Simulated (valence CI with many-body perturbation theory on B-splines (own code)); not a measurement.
E1 line list for Ce I

Calculated by valence CI with perturbative core correlation (CI+MBPT): four valence electrons over a frozen Dirac-Fock core [Xe], a basis of 7 s, 7 p, 7 d, 7 f, 4 g, 2 h functions for each j, with the one-electron correlation potential Σ1 (screened to all orders), the two-electron term Σ2, the three-electron term Σ3, Breit, model QED; selected single and double excitations, second order for the rest (own B-spline code, finite nucleus).

Set against measurement, 70 paired levels are off by 208 cm⁻¹ on average, the worst by 603. These come from a selection out of the NIST Handbook of Basic Atomic Spectroscopic Data. Levels without a partner in it may be off by more, other configurations by several thousand cm⁻¹. Among the levels kept, up to 710 cm⁻¹ of a level comes from second order outside the variational space, and about a tenth of that is noise between levels of different J, which matters for small intervals.

Lines 251 to 300 of 517 in falling wavelength, among levels below 15243 cm⁻¹, chosen from the strongest by gf and those to the six lowest levels. Wavelengths and rates use the calculated energies, so an error of 200 cm⁻¹ moves a line at 1030 nm by 2.1 % and its rate by three times that or more. Electric multipoles are in the length gauge, E1 and E2 with the static RPA response of the core. Weak lines are less certain than strong ones. Lines between different terms over intervals too small for the method are left out, as are lines whose strength nearly cancels and 9 of this kind that miss the measured wavelength by over 7 %. Where a level lies close to another of its J and parity, the split of strength between their lines is uncertain. The highest levels of a list are the least certain. Branching is blank where the lifetime is uncertain.

Names give the largest LS component (configuration and term), which can be under half, so a name can repeat, a term be missing and a line seem to break the LS rules; names also repeat where a configuration has a term twice. Letters in brackets count levels of one name in rising energy.

```
λ vac (nm)              Upper              Lower   A (s⁻¹)  log gf  Branch %
      1052      4f5d6s6p ³H_6  4f5d²6s ⁵H°_7 [b]  1.01e+05   -1.66       5.0
      1049   4f²5d6s ³I_5 [a]  4f5d²6s ⁵H°_6 [a]  2.98e+04   -2.27       4.7
      1048  4f5d²6s ³I°_5 [d]        4f²6s² ³H_4  7.63e+04   -1.86          
      1047  4f5d6s6p ³F_4 [a]      4f5d6s² ³G°_5  2.16e+04   -2.50       0.5
      1047       4f²5d6s ³H_4      4f5d²6s ⁵I°_5  1.27e+05   -1.73       9.6
      1046  4f5d6s6p ⁵I_5 [a]  4f5d²6s ³F°_4 [a]  3.34e+04   -2.22       0.9
      1045       4f²5d6s ⁵I_4      4f5d²6s ⁵H°_3  1.00e+05   -1.83       9.1
      1043        4f²6s² ¹G_4      4f5d²6s ⁵H°_4  1.55e+04   -2.64          
      1041       4f²5d6s ⁵K_7      4f5d6s² ³H°_6  5.31e+04   -1.89      27.5
      1040   4f²5d6s ⁵I_5 [b]      4f5d6s² ³G°_4  4.71e+04   -2.08          
      1037      4f5d6s6p ³F_2  4f5d²6s ³F°_2 [a]  2.57e+05   -1.68       8.8
      1037       4f²5d6s ⁵I_4      4f5d²6s ⁵H°_4  1.99e+05   -1.54      18.0
      1037       4f²5d6s ⁵K_8  4f5d²6s ⁵H°_7 [a]  5.61e+04   -1.81      30.0
      1036      4f5d6s6p ⁵H_3  4f5d²6s ³G°_3 [a]  6.71e+04   -2.12       1.7
      1036       4f²5d6s ⁵G_3      4f5d6s² ³G°_4  3.38e+04   -2.42       2.7
      1030        4f²6s² ³F_3      4f5d6s² ¹G°_4  8.94e+02   -4.00       0.7
      1028  4f5d6s6p ³F_3 [b]  4f5d²6s ³F°_2 [a]  4.46e+05   -1.31      10.4
      1025  4f5d6s6p ³F_3 [b]      4f5d6s² ³D°_3  2.77e+04   -2.51       0.6
      1025       4f²5d6s ³H_6      4f5d6s² ³H°_6  2.29e+04   -2.33          
      1024       4f²5d6s ⁵G_4  4f5d²6s ³G°_4 [a]  3.45e+04   -2.31       3.5
      1023      4f5d6s6p ³F_2  4f5d²6s ⁵D°_3 [a]  1.15e+05   -2.05       3.9
      1023       4f²5d6s ³H_6      4f5d²6s ⁵H°_5  4.96e+04   -2.00          
      1022       4f²5d6s ⁵G_4      4f5d²6s ⁵H°_5  5.19e+04   -2.14       5.3
      1017       4f²5d6s ⁵G_4  4f5d²6s ³G°_3 [a]  2.93e+04   -2.39       3.0
      1017  4f5d6s6p ³F_3 [b]  4f5d²6s ³F°_4 [a]  1.82e+05   -1.70       4.2
      1016       4f²5d6s ⁵K_5      4f5d²6s ⁵H°_4  1.10e+04   -2.73          
      1014  4f5d6s6p ³F_3 [b]  4f5d²6s ⁵D°_3 [a]  3.99e+05   -1.37       9.3
      1014        4f²6s² ³F_4      4f5d6s² ¹G°_4  1.40e+05   -1.71      64.8
      1013      4f5d6s6p ⁵F_1      4f5d6s² ³D°_1  3.53e+05   -1.79      10.3
      1010       4f²5d6s ⁵I_6      4f5d²6s ⁵I°_5  4.10e+04   -2.09          
      1009       4f²5d6s ⁵H_3  4f5d²6s ³G°_3 [a]  3.21e+04   -2.46       1.5
      1008      4f5d6s6p ³F_2      4f5d6s² ³D°_2  1.44e+05   -1.96       4.9
      1008       4f²5d6s ⁵I_7  4f5d²6s ⁵H°_6 [b]  8.17e+04   -1.73      10.5
      1004   4f²5d6s ³I_5 [b]      4f5d6s² ³G°_5  3.89e+04   -2.19       3.0
      1003      4f5d6s6p ⁵D_1      4f5d6s² ³D°_2  4.32e+05   -1.71      10.8
      1001      4f5d6s6p ³H_6  4f5d²6s ⁵H°_7 [a]  2.30e+05   -1.35      11.4
     998.4      4f5d6s6p ³H_4      4f5d²6s ⁵I°_4  1.00e+05   -1.87       4.7
     998.3       4f²5d6s ⁵G_5      4f5d6s² ³G°_5  1.76e+04   -2.54          
     997.3  4f5d6s6p ³F_4 [b]      4f5d6s² ³G°_5  6.15e+04   -2.08       1.8
     995.0   4f²5d6s ⁵I_5 [a]      4f5d6s² ³H°_5  2.38e+05   -1.41          
     994.9   4f²5d6s ⁵I_5 [b]      4f5d²6s ⁵I°_4  2.80e+04   -2.34          
     990.3      4f5d6s6p ⁵D_0  4f5d²6s ³S°_1 [a]  2.39e+06   -1.45      53.2
     989.6   4f²5d6s ⁵I_5 [a]      4f5d²6s ⁵H°_4  1.81e+05   -1.53          
     987.2       4f²5d6s ³H_4      4f5d²6s ⁵I°_4  3.05e+04   -2.40       2.3
     986.2       4f²5d6s ⁵G_5  4f5d²6s ⁵H°_6 [b]  1.50e+05   -1.62          
     985.4      4f5d6s6p ⁵D_1  4f5d²6s ⁵D°_2 [a]  1.26e+06   -1.26      31.6
     985.4       4f²5d6s ⁵I_4      4f5d6s² ³F°_3  1.65e+04   -2.67       1.5
     982.3  4f5d6s6p ³F_4 [a]  4f5d²6s ³G°_4 [a]  1.27e+05   -1.78       2.9
     981.8      4f5d6s6p ³D_2  4f5d²6s ³P°_1 [a]  1.72e+06   -0.91      52.6
     981.6      4f5d6s6p ⁵F_1  4f5d²6s ³P°_0 [a]  7.03e+05   -1.52      20.5
```

Task: How does gf follow from A for the line at 982.3 nm?

Result: gf = 1.4992 × (2J+1)_upper × A / σ², with σ = 10180 cm⁻¹ and 2J+1 = 9: gf = 0.0166.
